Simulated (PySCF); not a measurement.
Isomers of C7H10O2Si, mass 154.045 u with the commonest isotopes. Method: PBE0/pcSseg-1 in PySCF (dipole) on a GFN2-xTB geometry, gas phase. One conformer each, none proved a minimum here; rigid rotors.

Problem. Order these by dipole moment, largest first.
A. `[CH2:1]=[CH:2][C:3]1=[CH:4][CH:5]=[C:6]([CH2:7][OH:8])[O:9][SiH2:10]1` with C1–C2–C3–C4 180°, C5–C6–C7–O8 147°, C6–C7–O8–H 35°
B. `[CH2:1]=[CH:2][CH2:3][C:4]1=[CH:5][O:6][C:7](=[O:8])[SiH2:9][CH2:10]1` with C1–C2–C3–C4 115°, C2–C3–C4–C5 106°, C4–C5–O6–C7 -17°, C5–O6–C7–O8 179°, O6–C7–Si9–C10 26°, C7–Si9–C10–C4 -37°
C. `[CH3:1][C:2]#[C:3][C:4](=[O:5])[O:6][CH2:7][C@H:8]1[CH2:9][SiH2:10]1` with C3–C4–O6–C7 178°, C4–O6–C7–C8 -81°, O6–C7–C8–C9 -150°
D. `[CH3:1][c:2]1[cH:3][c:4]([CH2:5][SiH3:6])[cH:7][o:8][c:9]1=[O:10]` with C3–C4–C5–Si6 78°

Solution. D (4.81 D), B (4.37 D), C (2.47 D), A (1.87 D).

Problem. Order these by rotational constant B, smallest first.
A. `[CH3:1][C:2]#[C:3][C:4](=[O:5])[O:6][CH2:7][C@H:8]1[CH2:9][SiH2:10]1` with C3–C4–O6–C7 178°, C4–O6–C7–C8 -81°, O6–C7–C8–C9 -150°
B. `[CH2:1]=[CH:2][C:3]1=[CH:4][CH:5]=[C:6]([CH2:7][OH:8])[O:9][SiH2:10]1` with C1–C2–C3–C4 180°, C5–C6–C7–O8 147°, C6–C7–O8–H 35°
C. `[O:1]=[C:2]([OH:3])[C:4]1([C@H:5]2[CH:6]=[CH:7][SiH2:8]2)[CH2:9][CH2:10]1` with O1–C2–O3–H 0°, O1–C2–C4–C5 12°, C2–C4–C5–C6 -152°
D. `[CH2:1]=[CH:2][CH2:3][C:4]1=[CH:5][O:6][C:7](=[O:8])[SiH2:9][CH2:10]1` with C1–C2–C3–C4 115°, C2–C3–C4–C5 106°, C4–C5–O6–C7 -17°, C5–O6–C7–O8 179°, O6–C7–Si9–C10 26°, C7–Si9–C10–C4 -37°
E. `[CH3:1][C:2]#[C:3][Si@@:4]1([CH3:5])[CH2:6][C@H:7]1[C:8](=[O:9])[OH:10]` with C6–C7–C8–O9 18°, C7–C8–O10–H -177°
F. `[CH3:1][C:2]#[C:3][C:4](=[C:5]=[O:6])[CH2:7][SiH2:8][O:9][CH3:10]` with C3–C4–C7–Si8 70°, C4–C7–Si8–O9 -178°, C7–Si8–O9–C10 -179°

Solution. A (472.0 MHz), F (576.7 MHz), D (632.1 MHz), B (659.5 MHz), E (872.1 MHz), C (1030 MHz).

Problem. Order these by rotational constant C, smallest first.
A. `[O:1]=[C:2]([OH:3])[C:4]1([C@H:5]2[CH:6]=[CH:7][SiH2:8]2)[CH2:9][CH2:10]1` with O1–C2–O3–H 0°, O1–C2–C4–C5 12°, C2–C4–C5–C6 -152°
B. `[CH2:1]=[CH:2][C:3]1=[CH:4][CH:5]=[C:6]([CH2:7][OH:8])[O:9][SiH2:10]1` with C1–C2–C3–C4 180°, C5–C6–C7–O8 147°, C6–C7–O8–H 35°
C. `[CH3:1][C:2]#[C:3][C:4](=[O:5])[O:6][CH2:7][C@H:8]1[CH2:9][SiH2:10]1` with C3–C4–O6–C7 178°, C4–O6–C7–C8 -81°, O6–C7–C8–C9 -150°
D. `[CH3:1][C:2]#[C:3][Si@@:4]1([CH3:5])[CH2:6][C@H:7]1[C:8](=[O:9])[OH:10]` with C6–C7–C8–O9 18°, C7–C8–O10–H -177°

Solution. C (424.6 MHz), B (551.3 MHz), D (593.6 MHz), A (743.5 MHz).

| SMILES | point group | Ia (u·Å²) | Ib (u·Å²) | Ic (u·Å²) | κ | μa (D) | μb (D) | μc (D) |
| --- | --- | --- | --- | --- | --- | --- | --- | --- |
| CC#CC(=O)OC[C@H]1C[SiH2]1 | C1 | 205.22 | 1070.63 | 1190.38 | -0.95 | 0.52 | 2.19 | 1.04 |
| C=CC1=CC=C(CO)O[SiH2]1 | C1 | 168.81 | 766.36 | 916.69 | -0.91 | 1.49 | 0.84 | 0.75 |
| CC#C[Si@@]1(C)C[C@H]1C(=O)O | C1 | 420.71 | 579.47 | 851.38 | -0.08 | 1.67 | 1.33 | 1.22 |
| Cc1cc(C[SiH3])coc1=O | C1 | 218.38 | 776.85 | 911.10 | -0.89 | 4.34 | 1.52 | 1.41 |
| CC#CC(=C=O)C[SiH2]OC | C1 | 379.44 | 876.36 | 1194.75 | -0.66 | 1.39 | 2.17 | 0.20 |
| O=C(O)C1([C@H]2C=C[SiH2]2)CC1 | C1 | 261.76 | 490.65 | 679.73 | -0.52 | 1.53 | 1.25 | 0.27 |
| C=CCC1=COC(=O)[SiH2]C1 | C1 | 198.88 | 799.55 | 923.17 | -0.92 | 3.85 | 1.79 | 1.04 |
